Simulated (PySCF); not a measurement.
# BrTiN + HBr → HTiN + Br₂

Level: PBE0 in the def2-TZVP basis family, all electrons, no relativity, computed in PySCF with density fitting; open shells unrestricted.

```tsv
species	state and structure	E (Eh)	ZPE (kJ/mol)	H(298 K) − H(0) (kJ/mol)	S° (J/(mol K))
BrTiN	singlet, Cs, Ti–Br 2.431 Å, Ti–N 1.543 Å; Br–Ti–N 119.3°	-3477.83429	9.9	12.6	293.1
HBr	singlet, C∞v, H–Br 1.421 Å	-2574.45811	16.0	8.7	198.5
HTiN	singlet, Cs, Ti–H 1.770 Å, Ti–N 1.547 Å; H–Ti–N 110.0°	-904.46665	19.4	10.6	244.0
Br₂	singlet, D∞h, Br–Br 2.281 Å	-5147.70672	2.0	9.7	244.8
```

What is the electronic reaction energy?

At PBE0/def2-TZVP, ΔE = 312.5 kJ/mol from the differences of the total energies times 2625.5, uphill. 

Add zero-point, thermal and entropy terms for 298.15 K and 1 bar.

ΔZPE = -4.5 and Δ[H(298) − H(0)] = -1.0 kJ/mol give ΔH° = 307.0 kJ/mol. ΔS° = -2.8 J/(mol K), so ΔG° = 307.0 − 298.15 × (-0.0028) = 308 kJ/mol.

Only the bonding shown was studied: isomers, or loss of a ligand pair, can lie lower.
